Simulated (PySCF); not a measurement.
Input of a run (PBE0-D3(BJ)/def2-SVP geometry optimisation, gas phase (PySCF 2.14.0)), started from GFN2-xTB:
```
{"job": {"xc": "PBE0", "basis": "def2-SVP", "d3": "d3bj", "grid": 1, "kind": "geom"}, "charge": 0, "multiplicity": 1}
C     -2.306054     1.392229    -0.390739
O     -1.392612     0.399410    -0.766318
Si     0.017164     0.018450    -0.053837
C     -0.244771    -0.690898     1.700504
O      0.758367    -1.047024    -1.031444
C      0.266197    -2.283380    -1.469745
O      0.915860     1.371036    -0.045824
C      2.261018     1.524414     0.311181
H     -1.808612     2.358630    -0.298973
H     -3.072170     1.447635    -1.165033
H     -2.773350     1.140837     0.564227
H      0.665905    -1.134053     2.094528
H     -1.007851    -1.464959     1.705791
H     -0.559740     0.077604     2.401243
H     -0.743091    -2.177079    -1.869252
H      0.932664    -2.646463    -2.252429
H      0.248071    -3.001789    -0.646410
H      2.889017     0.819783    -0.235390
H      2.553690     2.545016     0.061906
H      2.395150     1.361280     1.382977
```

Output (energies in Eh, forces in Eh/bohr):
```
step   0  E = -673.99721868  max force = 0.024104
step   1  E = -674.00121411  max force = 0.002907
step   2  E = -674.00132772  max force = 0.000934
step   3  E = -674.00136128  max force = 0.000601
step   4  E = -674.00139739  max force = 0.000971
step   5  E = -674.00143428  max force = 0.001311
step   6  E = -674.00146035  max force = 0.001142
step   7  E = -674.00147597  max force = 0.001116
step   8  E = -674.00148459  max force = 0.000879
step   9  E = -674.00148982  max force = 0.000396
optimisation converged
```

Q: Summarise the run.

A: The energy falls by 0.116 eV over 10 energy and gradient evaluations, the largest force component goes from 0.0241 to 4.0e-04 Eh/bohr, and the atoms move by 0.149 Å rms after alignment. The bond that changes most is Si3–C4 (oxygen-bound silicon to Si-methyl carbon), which shortens by 0.051 Å. Bonds longer at the end by more than 0.005 Å: 15 of 19; shorter: 1. Among the angles that change most is Si3–O7–C8, from 128.6° to 126.0°. Among the dihedrals that turn most is O7–Si3–C4–H12, from -72° to -60°. The energy never rose by more than 1e-6 Eh on the way. The first step brought 94 % of the lowering.

Q: What are the final bond lengths?

A: C1–O2 1.398 Å, O2–Si3 1.650 Å, Si3–C4 1.859 Å, Si3–O5 1.651 Å, O5–C6 1.398 Å, Si3–O7 1.651 Å, O7–C8 1.398 Å, C1–H9 1.104 Å, C1–H10 1.101 Å, C1–H11 1.106 Å, C4–H12 1.101 Å, C4–H13 1.101 Å, C4–H14 1.101 Å, C6–H15 1.104 Å, C6–H16 1.101 Å, C6–H17 1.106 Å, C8–H18 1.104 Å, C8–H19 1.101 Å, C8–H20 1.106 Å. Numbering counts from 1 in the input's order; the species is `CO[Si](C)(OC)OC`.

The run used 176 basis functions and 63 SCF cycles in all.

Not checked by PBE0-D3(BJ)/def2-SVP frequencies. One conformer, not necessarily the lowest.
